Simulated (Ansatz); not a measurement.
**Ligand exchange: GeH2(GeH3)Cl + C2H10OSi2 → GeH2(GeH3)(OH) + C2H9ClSi2**

Species: GeH2(GeH3)Cl, singlet; C2H10OSi2 `CC[SiH](O)[SiH3]`, singlet; GeH2(GeH3)(OH), singlet; C2H9ClSi2 `CC[SiH]([SiH3])Cl`, singlet. The partners trade Cl for OH: Ge–Cl and Si–OH bonds give way to Ge–OH and Si–Cl.

Shapes, held fixed at every level: PBE0-D4/def2-TZVP. Flexible molecules stand in one conformer, not always the lowest. Programs: Ansatz 0.2.0. Electronic energies: no zero-point or thermal term.

**Question.** Estimate ΔE of this reaction.

**Answer.** The highest level, CCSD(T)/def2-TZVPP, gives ΔE = +38.3 kJ/mol; the levels span +33.8 to +48.7. The column of differences is taken from that level and isn't an error. No measured value is set beside it here. Relativity is left out for Ge. Outer-core shells of Ge are correlated in most correlated rows, in sets that cover them unevenly.

```csv
level,kind,ΔE (kJ/mol),less CCSD(T)/def2-TZVPP
HF/def2-TZVPP,Hartree–Fock,+48.7,+10.4
PBE-D4/def2-TZVPP,GGA,+33.8,-4.5
B3LYP-D4/def2-TZVPP,global hybrid,+40.1,+1.8
PBE0-D4/def2-TZVPP,global hybrid,+37.5,-0.8
wB97M-V/def2-TZVPP,range-separated hybrid,+39.4,+1.1
B2PLYP/def2-TZVPP,double hybrid,+39.8,+1.5
CCSD(T)/def2-TZVPP,coupled cluster or CI,+38.3,0.0
```
